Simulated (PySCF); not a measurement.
Energy of Tc²⁺ (technetium, charge +2) between two integer charges

The 4d alpha orbital of [Kr] 4d5 is emptied in steps (occupation f), with all orbitals relaxed, ending at [Kr] 4d4. All numbers are calculated (PySCF 2.14, a scalar-relativistic core potential, in aug-cc-pVDZ-PP with ECP28MDF (5s5p4d2f, 54 functions)). The exact energy is a straight line in f; departures are measured from the line between the end points of the same method.

| f | UHF (eV) | LDA (eV) | PBE (eV) |
| --- | --- | --- | --- |
| 1 | 0.000 | 0.000 | 0.000 |
| 0.9 | 0.103 | -0.564 | -0.555 |
| 0.7 | 0.236 | -1.323 | -1.302 |
| 0.5 | 0.275 | -1.584 | -1.557 |
| 0.3 | 0.226 | -1.338 | -1.314 |
| 0.1 | 0.095 | -0.576 | -0.565 |
| 0 | 0.000 | 0.000 | 0.000 |

```
method  E(f=0) − E(f=1) (eV)  −ε at f=1 (eV)  −ε at f=0.5 (eV)
   UHF                28.862          30.020            28.835
   LDA                30.096          23.853            30.051
   PBE                29.904          23.755            29.869
```

Orbital energy along the path (eV):

```tsv
f	UHF	LDA	PBE
1	-30.020	-23.853	-23.755
0.9	-29.768	-25.068	-24.957
0.7	-29.286	-27.536	-27.393
0.5	-28.835	-30.051	-29.869
0.3	-28.409	-32.609	-32.379
0.1	-28.008	-35.205	-34.918
0	-27.815	-36.516	-36.197
```

Reference removal energy between the ground levels: 29.55 eV (semi-empirical (NIST evaluation); NIST Atomic Spectra Database, ionization energies). The calculation has no spin-orbit coupling. The determinant left behind need not be the lowest term of the ion. UHF lacks correlation.
